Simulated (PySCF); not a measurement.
C4H3BF2S.
Z-matrix (Å and degrees, GFN2-xTB geometry), rows numbered from 1:
```
F 
B   1  1.3224
F   2  1.3210  1  114.08
C   2  1.5403  1  122.89  3  -179.98
C   4  1.4287  2  125.04  1   179.96
C   5  1.3522  4  113.18  2  -179.99
S   6  1.7225  5  111.99  4    -0.01
C   4  1.3739  2  124.27  1    -0.01
H   5  1.0746  4  122.70  2    -0.00
H   6  1.0716  5  128.55  4   179.97
H   8  1.0722  4  127.01  2     0.01
```

The closed-shell ground state was solved at several levels (PySCF, density fitting, gas phase, non-relativistic).

```json
{"level": "PBE0/def2-SVPD", "basis functions": "197", "HOMO (eV)": "-7.49", "LUMO (eV)": "-1.44", "gap (eV)": "6.05", "dipole (D)": "2.22"}
{"level": "PBE0/pcSseg-1", "basis functions": "158", "HOMO (eV)": "-7.47", "LUMO (eV)": "-1.37", "gap (eV)": "6.10", "dipole (D)": "2.17"}
```

Problem. What might CAM-B3LYP/def2-SVPD (197 basis functions) give for the same quantities?

Solution. HOMO -8.72 eV, LUMO -0.34 eV, gap 8.38 eV, dipole 2.23 D.

Problem. Over all these levels, which gives the widest orbital gap and which the narrowest?

Solution. CAM-B3LYP/def2-SVPD (range-separated hybrid) has the widest, 8.38 eV, and PBE0/def2-SVPD (global hybrid, 25 % exact exchange) the narrowest, 6.05 eV. The two share the basis. From the narrowest to the widest the HOMO moves by -1.23 eV and the LUMO by +1.10 eV.

Problem. How far do the dipole and the HOMO energy spread over the levels?

Solution. The dipole runs from 2.17 to 2.23 D (mean 2.21 D) and the HOMO from -8.72 to -7.47 eV.
